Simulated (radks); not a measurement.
Problem. The mean radii <r> (bohr) of the occupied orbitals of an atom or ion are listed with their occupations. Calculated with a radial shooting solver on a logarithmic mesh with Libxc functionals: non-relativistic Kohn-Sham, PBE, spin-polarised, spherical densities, point nucleus.

| orbital | occ. | <r> |
|---|---|---|
| 1s up | 1 | 0.02982 |
| 1s down | 1 | 0.02982 |
| 2s up | 1 | 0.1287 |
| 2s down | 1 | 0.1287 |
| 2p up | 3 | 0.1097 |
| 2p down | 3 | 0.1097 |
| 3s up | 1 | 0.3440 |
| 3s down | 1 | 0.3440 |
| 3p up | 3 | 0.3347 |
| 3p down | 3 | 0.3347 |
| 3d up | 5 | 0.3056 |
| 3d down | 5 | 0.3056 |
| 4s up | 1 | 0.8211 |
| 4s down | 1 | 0.8209 |
| 4p up | 3 | 0.8656 |
| 4p down | 3 | 0.8649 |
| 4d up | 5 | 1.025 |
| 4d down | 5 | 1.018 |
| 5s up | 1 | 2.326 |
| 5s down | 1 | 2.311 |
| 5p up | 3 | 2.893 |

Name the element and its charge. Open shells, if any, are filled with parallel spins first.

Solution. Z = 51, antimony, charge 0: Sb in [Kr] 4d10 5s2 5p3. The 1s radius gives Z: for a bare nucleus <r> = 1.5/Z, 0.02941 bohr for Z = 51, and screening makes it slightly larger (0.02982 here). The occupations add up to 51, and the charge is Z minus that.
